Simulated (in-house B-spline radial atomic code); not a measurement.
Atomic self-consistent-field run: Re IV (Re3+) (with a hole in an inner shell). Method: Dirac-Hartree-Fock, average of the jj configuration, Fermi nucleus of rms radius 5.3698 fm. Calculated with a B-spline radial code for spherical atoms.

In the input, a minus or plus after the letter marks the j = l - 1/2 or j = l + 1/2 subshell.

Command:
```bash
python run_scf.py task.json out
```
Settings (nuclear radius in fm, mass in u):
```
Z                75
configuration    1s2 2s2 2p-2 2p+3 3s2 3p6 3d10 4s2 4p-1 4p+4 4d10 4f14 5s2 5p6 5d5 6s1
hamiltonian      dirac
method           hf
spin_polarised   False
nucleus          fermi
rms_radius       5.3698
atomic_mass      186.95575
speed_of_light   137.035999084
```

Output (hartree, bohr):
```
 radial grid: 77 intervals, B-splines of order 8, outer radius 51.8919 bohr

 iter        energy (Eh)    residual
    1      -16291.775029    7.59e-01
    2      -16294.175218    3.80e-01
    3      -16297.021256    3.80e-02
    4      -16297.042556    1.39e-02
    5      -16297.045171    2.26e-03
    6      -16297.045297    5.88e-04
    7      -16297.045300    2.31e-04
    8      -16297.045302    5.34e-05
    9      -16297.045302    5.13e-06
   10      -16297.045302    1.10e-07

 total energy                    -16297.04530
 kinetic                           18458.2993
 electron-nucleus                 -40689.9857
 electron-electron                  5934.6411

 first-order corrections (not in the total)
   Gaunt                            18.8385
   retardation                      -1.9315
   frequency dependence             -0.2878
   self-energy                      14.6875
   Uehling                          -2.8161
   Wichmann-Kroll                    0.1141
   recoil                            0.0307

 orbital      occ     eigenvalue          <r>       <r^2>       <1/r>       r_max    small
 1s1/2      2.000     -2665.1473    0.0180275 0.000447402     88.7381     0.01124  8.03e-02
 2s1/2      2.000      -473.5196    0.0752437  0.00675691     21.7398      0.0645  1.84e-02
 2p1/2      2.000      -454.2325    0.0622082  0.00481712     21.6679      0.0479  1.84e-02
 2p3/2      3.000      -400.7779    0.0704997  0.00606147     18.0652     0.05483  1.65e-02
 3s1/2      2.000      -114.5041     0.194765   0.0435225     8.04577      0.1806  6.16e-03
 3p1/2      2.000      -105.4305     0.184978   0.0399112     7.94623       0.169  6.09e-03
 3p3/2      4.000       -93.4052     0.199162   0.0461282      7.0741       0.183  5.65e-03
 3d3/2      4.000       -78.4792     0.173734   0.0354393     6.93286      0.1424  5.47e-03
 3d5/2      6.000       -75.7389     0.178454   0.0372642      6.7054      0.1465  5.31e-03
 4s1/2      2.000       -26.6431     0.434465    0.213049      3.3793      0.4083  2.03e-03
 4p1/2      1.000       -22.9689     0.439855    0.220626     3.26808      0.4077  1.94e-03
 4p3/2      4.000       -19.9720      0.46862    0.249631     2.97648      0.4354  1.78e-03
 4d3/2      4.000       -13.3911       0.4801    0.266658     2.76789      0.4292  1.58e-03
 4d5/2      6.000       -12.9685     0.490169     0.27766     2.69444      0.4384  1.53e-03
 4f5/2      6.000        -4.4799      0.53035    0.341048     2.31772      0.3999  1.17e-03
 4f7/2      8.000        -4.4160     0.535912    0.347933     2.29055      0.4046  1.15e-03
 5s1/2      2.000        -5.3788      1.00743     1.13692     1.33795      0.9183  4.75e-04
 5p1/2      2.000        -4.0051      1.08641     1.33254     1.23744      0.9748  4.23e-04
 5p3/2      4.000        -3.5341      1.16853     1.53833     1.12275       1.043  3.61e-04
 5d3/2      2.000        -1.7325      1.48495     2.53376    0.870431       1.246  2.25e-04
 5d5/2      3.000        -1.6829       1.5235      2.6651    0.844346       1.278  2.13e-04
 6s1/2      1.000        -1.2879      2.46655     6.77699    0.516865        2.24  8.86e-05
```

Cost of the run: 1.7 s on 1 thread of Arm Neoverse V1 (shared host).

For the Dirac Hamiltonian the kinetic term is c α·p + (β - 1)c².
